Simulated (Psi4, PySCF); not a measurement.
Internal rotation in C11H16O, SMILES COc1cccc(C(C)(C)C)c1. Scanned: dihedral C1–O2–C3–C4; all other coordinates were relaxed at GFN2-xTB. Points at φ and −φ are mirror images.

Atom numbering (GFN2-xTB optimised geometry, Å):
```
28

C      4.2511     0.6905    -0.8714
O      2.8797     0.9045    -1.0915
C      1.9846     0.2854    -0.2658
C      2.3204    -0.5469     0.7912
C      1.3039    -1.1094     1.5466
C     -0.0206    -0.8541     1.2617
C     -0.3762    -0.0185     0.2020
C     -1.8468     0.2402    -0.0870
C     -2.0589     1.1836    -1.2736
C     -2.4963     0.8748     1.1507
C     -2.5331    -1.0950    -0.4077
C      0.6418     0.5410    -0.5487
H      4.5605     1.0428     0.1183
H      4.7674     1.2695    -1.6357
H      4.5165    -0.3666    -0.9790
H      3.3480    -0.7642     1.0361
H      1.5594    -1.7589     2.3716
H     -0.7818    -1.3127     1.8736
H     -1.6071     2.1545    -1.0858
H     -3.1252     1.3330    -1.4318
H     -1.6390     0.7654    -2.1851
H     -2.4333     0.2174     2.0131
H     -3.5466     1.0831     0.9572
H     -1.9982     1.8100     1.3977
H     -2.4668    -1.7854     0.4284
H     -3.5850    -0.9315    -0.6326
H     -2.0630    -1.5601    -1.2717
H      0.4445     1.1950    -1.3809
```

- PBE0-D3(BJ)/def2-SVP // GFN2-xTB (Psi4)
- PBE0/def2-SVP // GFN2-xTB (Psi4)
- RKS-B3LYP/3-21G = restricted B3LYP/3-21G, density fitting // GFN2-xTB in PySCF
- RKS-B3LYP/LANL2DZ = restricted B3LYP/LANL2DZ, density fitting // GFN2-xTB in PySCF
- PBE/def2-SVP // GFN2-xTB (Psi4)
- PBE-D3(BJ)/def2-SVP // GFN2-xTB (Psi4)

Energies in kJ/mol, each method relative to its own lowest point.

```json
[
 {"φ / °": "-160", "PBE0-D3(BJ)/def2-SVP": "3.4", "PBE0/def2-SVP": "4.0", "RKS-B3LYP/3-21G": "3.6", "RKS-B3LYP/LANL2DZ": "4.0", "PBE/def2-SVP": "4.0", "PBE-D3(BJ)/def2-SVP": "3.4"},
 {"φ / °": "-140", "PBE0-D3(BJ)/def2-SVP": "9.7", "PBE0/def2-SVP": "10.3", "RKS-B3LYP/3-21G": "9.8", "RKS-B3LYP/LANL2DZ": "9.7", "PBE/def2-SVP": "11.0", "PBE-D3(BJ)/def2-SVP": "10.4"},
 {"φ / °": "-120", "PBE0-D3(BJ)/def2-SVP": "14.5", "PBE0/def2-SVP": "14.9", "RKS-B3LYP/3-21G": "13.8", "RKS-B3LYP/LANL2DZ": "13.1", "PBE/def2-SVP": "16.5", "PBE-D3(BJ)/def2-SVP": "16.1"},
 {"φ / °": "-100", "PBE0-D3(BJ)/def2-SVP": "15.9", "PBE0/def2-SVP": "16.3", "RKS-B3LYP/3-21G": "14.9", "RKS-B3LYP/LANL2DZ": "14.3", "PBE/def2-SVP": "18.6", "PBE-D3(BJ)/def2-SVP": "18.2"},
 {"φ / °": "-80", "PBE0-D3(BJ)/def2-SVP": "15.9", "PBE0/def2-SVP": "16.1", "RKS-B3LYP/3-21G": "14.8", "RKS-B3LYP/LANL2DZ": "14.0", "PBE/def2-SVP": "18.3", "PBE-D3(BJ)/def2-SVP": "18.1"},
 {"φ / °": "-60", "PBE0-D3(BJ)/def2-SVP": "14.0", "PBE0/def2-SVP": "14.1", "RKS-B3LYP/3-21G": "13.2", "RKS-B3LYP/LANL2DZ": "12.0", "PBE/def2-SVP": "15.5", "PBE-D3(BJ)/def2-SVP": "15.5"},
 {"φ / °": "-40", "PBE0-D3(BJ)/def2-SVP": "8.7", "PBE0/def2-SVP": "8.7", "RKS-B3LYP/3-21G": "8.6", "RKS-B3LYP/LANL2DZ": "7.7", "PBE/def2-SVP": "9.4", "PBE-D3(BJ)/def2-SVP": "9.4"},
 {"φ / °": "-20", "PBE0-D3(BJ)/def2-SVP": "2.4", "PBE0/def2-SVP": "2.4", "RKS-B3LYP/3-21G": "2.5", "RKS-B3LYP/LANL2DZ": "2.2", "PBE/def2-SVP": "2.6", "PBE-D3(BJ)/def2-SVP": "2.6"},
 {"φ / °": "0", "PBE0-D3(BJ)/def2-SVP": "0.0", "PBE0/def2-SVP": "0.0", "RKS-B3LYP/3-21G": "0.0", "RKS-B3LYP/LANL2DZ": "0.0", "PBE/def2-SVP": "0.0", "PBE-D3(BJ)/def2-SVP": "0.0"},
 {"φ / °": "20", "PBE0-D3(BJ)/def2-SVP": "2.4", "PBE0/def2-SVP": "2.4", "RKS-B3LYP/3-21G": "2.5", "RKS-B3LYP/LANL2DZ": "2.2", "PBE/def2-SVP": "2.6", "PBE-D3(BJ)/def2-SVP": "2.6"},
 {"φ / °": "40", "PBE0-D3(BJ)/def2-SVP": "8.7", "PBE0/def2-SVP": "8.7", "RKS-B3LYP/3-21G": "8.6", "RKS-B3LYP/LANL2DZ": "7.7", "PBE/def2-SVP": "9.4", "PBE-D3(BJ)/def2-SVP": "9.4"},
 {"φ / °": "60", "PBE0-D3(BJ)/def2-SVP": "14.0", "PBE0/def2-SVP": "14.1", "RKS-B3LYP/3-21G": "13.2", "RKS-B3LYP/LANL2DZ": "12.0", "PBE/def2-SVP": "15.5", "PBE-D3(BJ)/def2-SVP": "15.5"},
 {"φ / °": "80", "PBE0-D3(BJ)/def2-SVP": "15.9", "PBE0/def2-SVP": "16.1", "RKS-B3LYP/3-21G": "14.8", "RKS-B3LYP/LANL2DZ": "14.0", "PBE/def2-SVP": "18.3", "PBE-D3(BJ)/def2-SVP": "18.1"},
 {"φ / °": "100", "PBE0-D3(BJ)/def2-SVP": "15.9", "PBE0/def2-SVP": "16.3", "RKS-B3LYP/3-21G": "14.9", "RKS-B3LYP/LANL2DZ": "14.3", "PBE/def2-SVP": "18.6", "PBE-D3(BJ)/def2-SVP": "18.2"},
 {"φ / °": "120", "PBE0-D3(BJ)/def2-SVP": "14.5", "PBE0/def2-SVP": "14.9", "RKS-B3LYP/3-21G": "13.8", "RKS-B3LYP/LANL2DZ": "13.1", "PBE/def2-SVP": "16.5", "PBE-D3(BJ)/def2-SVP": "16.1"},
 {"φ / °": "140", "PBE0-D3(BJ)/def2-SVP": "9.7", "PBE0/def2-SVP": "10.3", "RKS-B3LYP/3-21G": "9.8", "RKS-B3LYP/LANL2DZ": "9.7", "PBE/def2-SVP": "11.0", "PBE-D3(BJ)/def2-SVP": "10.4"},
 {"φ / °": "160", "PBE0-D3(BJ)/def2-SVP": "3.4", "PBE0/def2-SVP": "4.0", "RKS-B3LYP/3-21G": "3.6", "RKS-B3LYP/LANL2DZ": "4.0", "PBE/def2-SVP": "4.0", "PBE-D3(BJ)/def2-SVP": "3.4"},
 {"φ / °": "180", "PBE0-D3(BJ)/def2-SVP": "0.9", "PBE0/def2-SVP": "1.5", "RKS-B3LYP/3-21G": "1.1", "RKS-B3LYP/LANL2DZ": "1.7", "PBE/def2-SVP": "1.2", "PBE-D3(BJ)/def2-SVP": "0.6"}
]
```

Root-mean-square difference from the PBE-D3(BJ)/def2-SVP profile, itself a level with limits, after the best constant shift (kJ/mol): PBE0-D3(BJ)/def2-SVP 0.9, PBE0/def2-SVP 0.9, RKS-B3LYP/3-21G 1.4, RKS-B3LYP/LANL2DZ 1.8, PBE/def2-SVP 0.2.
